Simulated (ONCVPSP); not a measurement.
# C, ONCV: configuration errors across variants

```
Element                 : carbon (C)
Generator               : ONCVPSP 4.0.1
Type                    : optimised norm-conserving Vanderbilt (ONCV)
Functional              : revPBE
Relativity              : scalar-relativistic
Frozen core             : [He]
Valence charge          : 4
Reference configuration : 2s2 2p1.5 (charge +0.5)
Partial waves           : 2s: rc 1.25 bohr, ncon 4, nbas 7, qcut 5.5 1/bohr, 2 projectors, debl 2.5 Ha; 2p: rc 3.10 bohr, ncon 4, nbas 8, qcut 4 1/bohr, 2 projectors, debl 3.5 Ha; d scattering state at 0.25 Ha: rc 2.95 bohr, ncon 3, nbas 6, qcut 3 1/bohr, 2 projectors, debl 1.1 Ha
Local potential         : polynomial inside 0.90 bohr (lpopt 2, dvloc0 2 Ha)
Core correction         : Teter function, fcfact 5, rcfact 1.2
```

All-electron excitation energies from the reference (eV): (1) 2s2 2p2 -3.938; (2) 2s2 2p1 6.870; (3) 2s2 2p0 30.946; (4) 2s1 2p3 4.615.

Errors AE − PS in meV (a dash: test not solved or not reliable):

```csv
change,(1),(2),(3),(4),bound ghosts,GHOST(+) flags above zero
base,+42,+82,+1238,+96,none,d
"core correction Teter function, fcfact 5, rcfact 0.98",+42,+82,+1233,+99,none,d
"core correction Teter function, fcfact 5, rcfact 1.08",+42,+82,+1235,+97,none,d
"core correction Teter function, fcfact 5, rcfact 1.18",+42,+82,+1238,+96,none,d
"core correction Teter function, fcfact 5, rcfact 1.34",+42,+82,+1244,+94,none,d
"core correction Teter function, fcfact 5, rcfact 1.4",+42,+83,+1249,+94,none,d
"core correction Teter function, fcfact 5, rcfact 1.54",+42,+83,+1260,+94,none,d
"core correction Teter function, fcfact 5, rcfact 1.66",+43,+84,+1271,+94,none,d
"core correction Teter function, fcfact 5, rcfact 1.78",+43,+85,+1276,+94,none,d
"core correction Teter function, fcfact 5, rcfact 1.92",+44,+85,+1279,+94,none,d
```

**Question.** Give the same row for: core correction Teter function, fcfact 5, rcfact 2.06.

**Answer.** +44, +85, +1268, +94; bound ghosts: none; GHOST(+) flags above zero: d.
